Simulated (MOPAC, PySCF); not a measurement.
C2HNO, SMILES `N#CC=O`, neutral singlet in the gas phase. 

Cartesian coordinates (Å):
```xyz
5

N      1.9994    -0.0847     0.3619
C      0.8551    -0.0204     0.1546
C     -0.5895     0.0228    -0.1067
O     -1.1982     1.0622    -0.2255
H     -1.0668    -0.9798    -0.1844
```
Charge 0, multiplicity 1.

All levels are single points at this geometry (PBE-D3(BJ)/def2-TZVP); Pople sets use spherical d functions. Orbital energies aren't observables, and empty levels follow the basis.

SVWN5/6-31G* in PySCF gives dipole (D) = 2.23.

Q: Estimate the dipole (D) from each of these levels: PBE-D3(BJ)/def2-TZVP in PySCF; B3LYP/3-21G in PySCF; BP86/6-31G* in PySCF; PBE/6-31G* in PySCF; HF/6-31G* in PySCF; AM1 in MOPAC; PM3 in MOPAC; PM7 in MOPAC.

A: 
```csv
level,dipole (D)
PBE-D3(BJ)/def2-TZVP in PySCF,2.31
B3LYP/3-21G in PySCF,2.17
BP86/6-31G* in PySCF,2.21
PBE/6-31G* in PySCF,2.19
HF/6-31G* in PySCF,2.73
AM1 in MOPAC,2.23
PM3 in MOPAC,2.41
PM7 in MOPAC,2.63
```
